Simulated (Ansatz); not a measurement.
Program: Ansatz 0.2.0.

H4OSiSn, SMILES `[O]1[SiH2][SnH2]1` at its PBE0-D4/def2-TZVP geometry, where that method's forces vanish. Total charge 0; spin multiplicity 1. Sn: def2 effective core potential.

| atom | x (Å) | y (Å) | z (Å) |
| --- | --- | --- | --- |
| O1 | -0.122 | 1.184 | 0.368 |
| Si2 | 1.187 | 0.244 | 0.222 |
| Sn3 | -1.047 | -0.612 | -0.324 |
| H4 | 1.891 | -0.201 | 1.452 |
| H5 | 2.168 | 0.544 | -0.853 |
| H6 | -2.197 | -1.004 | 0.879 |
| H7 | -1.881 | -0.155 | -1.744 |

Task: For each bond, give half the difference of the two atoms' forces along it (eV/Å; positive pushes the atoms apart) under PBE-D4, r2SCAN-D4, B3LYP-D4, ωB97M-V in def2-TZVPP. (Estimate.)

Result: The calculation gave: 
| bond | length (Å) | PBE-D4 | r2SCAN-D4 | B3LYP-D4 | ωB97M-V |
| --- | --- | --- | --- | --- | --- |
| O1–Si2 | 1.618 | 0.66 | 0.14 | 0.14 | 0.00 |
| O1–Sn3 | 2.135 | 0.47 | 0.16 | 0.30 | -0.02 |
| Si2–Sn3 | 2.454 | 0.27 | 0.10 | 0.32 | 0.13 |
| Si2–H4 | 1.486 | -0.04 | -0.05 | -0.14 | -0.14 |
| Si2–H5 | 1.486 | -0.04 | -0.05 | -0.14 | -0.14 |
| Sn3–H6 | 1.709 | 0.09 | -0.01 | -0.01 | -0.10 |
| Sn3–H7 | 1.709 | 0.09 | -0.01 | -0.01 | -0.10 |

B3LYP here is the variant with VWN-RPA as its local correlation; programs differ in this.
